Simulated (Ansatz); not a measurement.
Calculated with Ansatz (gas phase, PBE0-D4/def2-TZVP geometries, no zero-point term in ΔE). CBS: MP2 limit from def2 TZ/QZ plus the TZ coupled-cluster correction, frozen cores. Functionals use def2-TZVPP. HSE06 is defined as in plane-wave codes. For Ga, Ge outer-core shells are correlated without core-valence functions, which leaves a few kJ/mol of doubt a bond. Scalar relativity is left out up to krypton. One conformer a species, not always the lowest.

Reaction (formal exchange of groups at a Ga–Ge bond): `[Cl][Ga]([Cl])[GeH3]` + `N=C(N)F` → `[NH2][Ga]([Cl])[Cl]` + `N=[C](F)[GeH3]`

```
   level  ΔE (eV)
HSE06-D4     0.51
   HSE06     0.51
```

**Question.** What does CCSD(T)/CBS give? (An estimate is asked.)

**Answer.** Computed: +0.21 eV. The listed levels differ from it by 0.30, 0.30 eV.

Largest T1 diagnostic among the species: 0.013.

In def2-TZVPP, CCSD(T) changes the Hartree–Fock value by −0.13 eV (the triples alone add −0.02 eV) and MP2 by −0.14 eV. At CCSD(T), def2-SVP lies +0.17 eV from the extrapolated value and def2-TZVPP +0.01 eV.

CCSD(T)/CBS has its own doubt, a few kJ/mol and more with outer-core shells, so smaller differences from it don't rank the levels.
